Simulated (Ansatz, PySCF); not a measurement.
C₄H₉KO, SMILES CC(C)(C)[O][K]. Atoms are numbered in the order given.

```xyz
15

K      0.8691     1.7612     1.9226
O      0.0033     0.2867     0.4798
C     -0.5282    -0.6173    -0.4048
C      0.4815    -1.7577    -0.6792
C     -1.8254    -1.2338     0.1716
C     -0.8650     0.0778    -1.7459
H      0.1006    -2.5145    -1.3876
H      0.7313    -2.2628     0.2687
H      1.4122    -1.3330    -1.0906
H     -1.6008    -1.7333     1.1287
H     -2.2944    -1.9705    -0.5044
H     -2.5551    -0.4319     0.3726
H      0.0510     0.5224    -2.1691
H     -1.5841     0.8941    -1.5658
H     -1.2974    -0.6089    -2.4950
```
Charge 0, spin multiplicity 1.

Geometry: B3LYP-D3(BJ)/def2-SVP. The isomer is the one that the SMILES or the coordinates give; other isomers of the formula were not compared.

Two levels are set side by side: PBE-D3(BJ)/def2-SVP (Ansatz, a quantum-chemistry and plane-wave program) and B3LYP-D3(BJ)/def2-SVP (Ansatz). Each level has its own optimised geometry; the coordinates shown are those of the second. Frequencies come from the Hessian of PySCF at each geometry. Differences are taken from unrounded values.

```tsv
quantity	B3LYP-D3(BJ)
mean bond length (Å)	1.299
bond K1–O2 (Å)	2.237
bond O2–C3 (Å)	1.372
bond C3–C4 (Å)	1.548
bond C3–C5 (Å)	1.548
bond C3–C6 (Å)	1.548
bond C4–H7 (Å)	1.104
bond C4–H8 (Å)	1.103
bond C4–H9 (Å)	1.103
bond C5–H10 (Å)	1.103
bond C5–H11 (Å)	1.104
bond C5–H12 (Å)	1.103
bond C6–H13 (Å)	1.103
bond C6–H14 (Å)	1.103
bond C6–H15 (Å)	1.104
highest harmonic wavenumber (cm⁻¹)	3096
mean harmonic wavenumber (cm⁻¹)	1383
zero-point energy (kcal/mol)	77.12
```

Task: What does PBE-D3(BJ) give, and how far is it from B3LYP-D3(BJ)? (The exact figures need the calculation; the answer reports its results.)

Result: 
```tsv
quantity	PBE-D3(BJ)	PBE-D3(BJ) minus B3LYP-D3(BJ)
mean bond length (Å)	1.305	0.006
bond K1–O2 (Å)	2.242	0.005
bond O2–C3 (Å)	1.377	0.005
bond C3–C4 (Å)	1.552	0.004
bond C3–C5 (Å)	1.552	0.004
bond C3–C6 (Å)	1.552	0.004
bond C4–H7 (Å)	1.112	0.008
bond C4–H8 (Å)	1.110	0.008
bond C4–H9 (Å)	1.110	0.008
bond C5–H10 (Å)	1.110	0.008
bond C5–H11 (Å)	1.112	0.008
bond C5–H12 (Å)	1.110	0.008
bond C6–H13 (Å)	1.110	0.008
bond C6–H14 (Å)	1.110	0.008
bond C6–H15 (Å)	1.112	0.008
highest harmonic wavenumber (cm⁻¹)	3044	-52
mean harmonic wavenumber (cm⁻¹)	1346	-37
zero-point energy (kcal/mol)	75.07	-2.05
```

Exact exchange shortens and stiffens bonds; PBE has none. Differences between two approximate levels are no errors against the true value.
